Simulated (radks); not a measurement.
Values are calculated unless marked as measured or tabulated.
Task: Radial electron density D(r) = 4 pi r^2 rho(r) of an atom or ion with 29 electrons. Level of theory: scalar-relativistic Kohn-Sham, PBEsol, spin-unpolarised, spherical densities, finite nucleus; Fermi nuclear charge, rms radius of each element as measured or else 0.836 A^(1/3) + 0.57 fm (a radial shooting solver on a logarithmic mesh with Libxc functionals).

r (bohr)  D(r) (e/bohr)
0.005415          4.919
0.007164          7.683
0.009555          11.75
0.01274           17.16
0.01686           23.40
0.02249           29.80
0.03              34.33
0.04001           35.07
0.05294           32.05
0.0706            28.40
0.09417           29.42
0.1246            35.80
0.1662            40.23
0.2216            34.00
0.2933            22.22
0.3911            17.73
0.5217            21.55
0.6903            21.29
0.9206            13.87
1.228             6.420
1.625             2.748
2.167             1.359
2.89             0.7670
3.824            0.4065
5.1              0.1700
6.803           0.05204
9.001           0.01095
12.01          0.001174

What is the nuclear charge?

Result: Z = 29. The innermost maximum, from 1s, lies near gamma/Z bohr with gamma = sqrt(1 - (Z/c)^2) = 0.977, here 0.0337 bohr (found: 0.0363), and its height grows with Z. The density is that of neutral copper in [Ar] 3d9 4s1 4p1; the configuration itself is not fixed sharply by these data, and Z only to about a unit. D(r) has 3 maxima, at r = 0.0363, 0.165, 0.598 bohr, and minima at 0.0783, 0.376 bohr, inside which lie 2.10, 10.82 electrons.
